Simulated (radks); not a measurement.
Values are calculated unless marked as measured or tabulated.
Polarisability of the holmium ion Ho3+, [Xe] 4f10, at imaginary frequency. Level of theory: scalar-relativistic Kohn-Sham, LDA (Slater exchange, VWN5 correlation), spin-polarised, spherical densities, finite nucleus; open shells are filled with parallel spins first (spin-orbit coupling, left out, can overturn this in heavy ions); Fermi nuclear charge, rms radius 5.2022 fm (a radial shooting solver on a logarithmic mesh with Libxc functionals). Response by self-consistent Sternheimer equations with the Hartree and adiabatic LDA kernel, the relativistic mass of each level held fixed and spin-orbit coupling left out.

w (hartree)  alpha1(iw) (bohr^3)
0.00266                    5.212
0.0143                     5.211
0.0360                     5.203
0.0697                     5.181
0.118                      5.125
0.186                      5.013
0.280                      4.815
0.413                      4.503
0.605                      4.046
0.892                      3.403
1.35                       2.569
2.12                       1.660
3.59                      0.8831
6.94                      0.3610
17.5                     0.08842

Static values: alpha1 = 5.212 bohr^3 (0.7723 angstrom^3; uncoupled 10.23). C6 = 27.43, triple-dipole C9 = 98.10 atomic units. One-pole (London) frequency 4 C6 / (3 alpha1^2) = 1.346 hartree, against 1.238 for minus the highest occupied eigenvalue.
